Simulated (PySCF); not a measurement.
Sn(H)(vinyl)(OH)2 (C2H6O2Sn), SMILES [OH][SnH]([OH])[CH]=C.

Coordinates come from a B3LYP-D3(BJ)/def2-SVP optimisation. The structure was generated by enumeration; whether it is a known compound was not checked. The def2 effective core potentials stand for the cores of Sn; spin–orbit coupling is left out. The values are those of a single conformer.

Vertical ionisation energy (IE) and electron affinity (EA) in eV. Rows of orbital energies are one-electron estimates. Where ΔSCF, EOM or ADC give a negative EA the extra electron is unbound and the value depends on the basis.

```csv
level,IE,EA
"−ε(HOMO), −ε(LUMO), HF/def2-TZVP (PySCF)",10.84,-2.43
"−ε(HOMO), −ε(LUMO), PBE/def2-TZVP (PySCF)",6.63,1.87
```
